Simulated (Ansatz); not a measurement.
Start from `[OH][Al]([Cl])[Cl]` and change one element to get `[Cl][Al]([Cl])[SeH]`.

Ansatz, PBE0-D4/def2-TZVP geometries, multiplicity 1. Each molecule was computed in one conformer, which needn't be the lowest.

Scalar relativity is left out up to krypton.

| property | `[OH][Al]([Cl])[Cl]` |
| --- | --- |
| HOMO–LUMO gap (ωB97M-V/def2-TZVPP) / eV | 12.29 |
| size of the dipole moment (PBE/def2-TZVPP) / D | 1.59 |
| HOMO energy (B3LYP/def2-TZVPP) / eV | -9.01 |
| size of the dipole moment (ωB97M-V/def2-TZVPP) / D | 1.64 |
| HOMO–LUMO gap (B3LYP/def2-TZVPP) / eV | 7.74 |
| HOMO–LUMO gap (PBE0/def2-TZVPP) / eV | 8.34 |

Task: Give the same properties after the change, and the shifts. (Best estimate.)

Result: Computed: 
```
                                          property  `[Cl][Al]([Cl])[SeH]`  shift
           HOMO–LUMO gap (ωB97M-V/def2-TZVPP) / eV                  10.55  -1.74
    size of the dipole moment (PBE/def2-TZVPP) / D                   1.06  -0.53
               HOMO energy (B3LYP/def2-TZVPP) / eV                  -7.56   1.45
size of the dipole moment (ωB97M-V/def2-TZVPP) / D                   0.97  -0.67
             HOMO–LUMO gap (B3LYP/def2-TZVPP) / eV                   6.20  -1.54
              HOMO–LUMO gap (PBE0/def2-TZVPP) / eV                   6.71  -1.63
```

With PBE0 the HOMO rises by 1.49 eV and the LUMO falls by 0.14 eV, so the gap narrows by about 1.63 eV. PBE moves the HOMO by 1.17 eV and ωB97M-V by 1.62 eV. Dipoles are sizes alone; their direction can turn.

B3LYP here is the variant with VWN-RPA as its local correlation; programs differ in this.

Spin–orbit coupling is left out; it splits and shifts lone-pair levels of the heavy atoms by tenths of an eV.
